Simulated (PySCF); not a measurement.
Species: C₁₀H₁₇FO.
InChI=1S/C10H17FO/c1-12-8-6-9(11)10(7-8)4-2-3-5-10/h8-9H,2-7H2,1H3/t8-,9+/m1/s1

The closed-shell ground state was solved at several levels (PySCF, density fitting, gas phase, non-relativistic). Isolated species at its PBE0-D3(BJ)/def2-SVP geometry (one conformer only).

| level | basis functions | HOMO (eV) | LUMO (eV) | gap (eV) | dipole (D) |
| --- | --- | --- | --- | --- | --- |
| B3LYP/pcJ-1 | 494 | -7.17 | 0.94 | 8.11 | 1.91 |
| wB97X-D/def2-SVPD | 382 | -9.40 | 2.22 | 11.62 | 1.93 |
| PBE/pcSseg-1 | 289 | -5.84 | 0.38 | 6.22 | 1.77 |

Question: What might PBE0/pcSseg-1 (289 basis functions) give for the same quantities?

Answer: HOMO -7.41 eV, LUMO 1.22 eV, gap 8.63 eV, dipole 1.92 D.

Question: Over all these levels, which gives the widest orbital gap and which the narrowest?

Answer: wB97X-D/def2-SVPD (range-separated hybrid) has the widest, 11.62 eV, and PBE/pcSseg-1 (GGA) the narrowest, 6.22 eV. Functional and basis both differ between the two, so the spread mixes both effects.

Question: How far do the dipole and the HOMO energy spread over the levels?

Answer: The dipole runs from 1.77 to 1.93 D (mean 1.88 D) and the HOMO from -9.40 to -5.84 eV.
